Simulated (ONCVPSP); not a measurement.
# What the settings do to the ONCV potential of Sb (Z = 51)

Base potential:

```json
{
 "Element": "Sb",
 "Generator": "ONCVPSP 4.0.1",
 "Type": "optimised norm-conserving Vanderbilt (ONCV)",
 "Functional": "LDA (Perdew-Wang 92)",
 "Relativity": "scalar-relativistic",
 "Frozen core": "[Ar] 3d10",
 "Valence charge": "23",
 "Reference configuration": "4s2 4p6 4d10 5s2 (charge +3)",
 "Partial waves": "4s+5s: rc 1.00 bohr, ncon 4, nbas 9, qcut 9.2 1/bohr, 2 projectors; 4p: rc 1.05 bohr, ncon 3, nbas 6, qcut 13.5 1/bohr, 1 projector; 4d: rc 1.25 bohr, ncon 3, nbas 8, qcut 11.8 1/bohr, 3 projectors, debl 2.2 Ha",
 "Local potential": "polynomial inside 0.80 bohr (lpopt 3, dvloc0 0 Ha)",
 "Core correction": "polynomial model core, fcfact 0.2"
}
```

In the d channel the program set the typed energies aside and used -2.313, 0.250, 2.450 Ha.

Cutoffs, loose and tight: the cutoffs (Ha) at which the residual kinetic energy of the hardest occupied pseudo-wave falls to 1 and 0.1 mHa per electron. They do not see the model core or the augmentation charge, which bear on the density cutoff. Test errors are all-electron minus pseudo excitation energies from the reference, over the configurations 4s2 4p6 4d10 5s2 5p3; 4s2 4p6 4d10 5s2 5p2; 4s2 4p6 4d10 5s2 5p1; 4s2 4p5 4d10 5s2 5p3. A dash means not determined; rows that change the core or the reference have their own tests.

A true bound ghost makes a file unfit for plane-wave use even where its test errors are small: the radial tests pick states by their node count and pass the ghost by.

```csv
change,outcome,"cutoff, loose","cutoff, tight",bound ghosts,GHOST(+) flags above zero,largest test error (meV)
base,"generated, projector energies reset by the program",64 Ha,221 Ha,none,s,+748
"reference 4s2 4p6 4d10 5s2 5p3; wave 4p: rc 1.05 bohr, ncon 3, nbas 6, qcut 13.5 1/bohr, 1 projector becomes 4p+5p: rc 1.05 bohr, ncon 3, nbas 6, qcut 13.5 1/bohr, 2 projectors",generated,64 Ha,221 Ha,none,s,-9.8
functional PBEsol,"generated, projector energies reset by the program",64 Ha,221 Ha,none,s,+732
"core correction polynomial model core, fcfact 1.28","generated, projector energies reset by the program",64 Ha,221 Ha,none,s,+748
s: rc 0.9,"generated, projector energies reset by the program",113 Ha,283 Ha,none,s,+748
s: nproj 4,"generated, projector energies reset by the program",64 Ha,221 Ha,s,s,+748
d: qcut 16.6,"generated, projector energies reset by the program",64 Ha,221 Ha,none,s,+748
d: rc 1.08,"generated, projector energies reset by the program",64 Ha,221 Ha,none,s,+751
```

Problem. What comes out with this change to the base: local potential polynomial inside 0.75 bohr (lpopt 5, dvloc0 0 Ha)?

Solution. outcome: generated, projector energies reset by the program; cutoff, loose: 64 Ha; cutoff, tight: 221 Ha; bound ghosts: none; GHOST(+) flags above zero: s; largest test error (meV): +1056.

Problem. What comes out with this change to the base: s: qcut 13.7; p: qcut 20.1; d: qcut 17.5?

Solution. outcome: failed: ERROR pspot: first pseudo wave function has node, program will stop. Cause: the optimised pseudo-wave of the first projector has a node, so the radial equation cannot be inverted for a potential.
